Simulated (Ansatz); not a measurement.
**Multireference treatment of CrH2, quintet**

Calculated in Ansatz's Gaussian-basis code. Basis def2-SVP, nonrelativistic, 9 orbitals frozen in the corrections. State-specific CASSCF; RHF is the lowest restricted (open-shell) Hartree–Fock solution met. Small basis; these aren't basis-limit values. Solutions may break the symmetry of the shape. The lowest solution met needn't be the lowest there is, nor hold the orbitals that a chemist would pick.

Geometry:

```xyz
3

H     0.0000    0.8400    1.4549
Cr    0.0000    0.0000    0.0000
H     0.0000    0.8400   -1.4549
```

(1) What do CASSCF and its corrections give against RHF in CAS(8,8), and what are the occupations?

Results:

(1) CASSCF -0.910 eV, SC-NEVPT2 -2.659 eV; occupations 1.97, 1.95, 1.00, 1.00, 1.00, 1.00, 0.04, 0.03.
